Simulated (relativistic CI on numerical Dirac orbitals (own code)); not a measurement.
# Sensitivity of the levels of La³³⁺ to α and to the nuclear radius

Calculated at this level of theory: Dirac-Coulomb-Breit CI, separate exchange-only KLI orbitals for each configuration, derivatives by finite differences, unscaled Slater integrals, QED left out (own radial code, finite nucleus).

CI space (outside the closed core [Ne]): 3s2 3p6 3d6, 3s2 3p5 3d7, 3s2 3p4 3d8, 3s 3p6 3d7, 3p6 3d8, 3s 3p5 3d8, 3s2 3p6 3d5 4s, 3s2 3p6 3d5 4p. Levels of other configurations are missing.

With x = (α/α₀)² − 1 an excitation energy changes as ω = ω₀ + qx; K = 2q/ω₀ is the relative enhancement. Terms are leading LS components, so labels can repeat. The field-shift factor is F = δν/δ⟨r²⟩ for the transition from the lowest level.

Lowest level 3s2 3p6 3d6 5D_4.

```tsv
Level	ω₀ (cm⁻¹)	q (cm⁻¹)	K	F (GHz/fm²)
3s2 3p6 3d6 3P_2	40469	1214	0.06	-0.132
3s2 3p6 3d6 5D_0	104492	53440	1.02	0.662
3s2 3p6 3d6 5D_3	114266	148700	2.6	1.57
3s2 3p6 3d6 5D_1	138185	153100	2.22	1.59
3s2 3p6 3d6 5D_4	145924	113100	1.55	1.35
3s2 3p6 3d6 3G_5	188708	125300	1.33	1.56
3s2 3p6 3d6 3H_6	189677	125500	1.32	1.62
3s2 3p6 3d6 3F_2	218042	136800	1.25	1.39
3s2 3p6 3d6 3F_3	223056	142000	1.27	1.65
3s2 3p6 3d6 5D_2	259161	246800	1.9	2.62
3s2 3p6 3d6 3G_4	286151	171600	1.2	2.16
3s2 3p6 3d6 3D_1	291502	165800	1.14	1.97
3s2 3p6 3d6 5D_0	295045	201800	1.37	2.35
```

At this charge energies of transitions that change n are usually good to better than 1 %, and those within a shell (Δn = 0) to a few per cent. Terms inside the open d or f shell come out 10 to 20 % too wide with unscaled integrals.
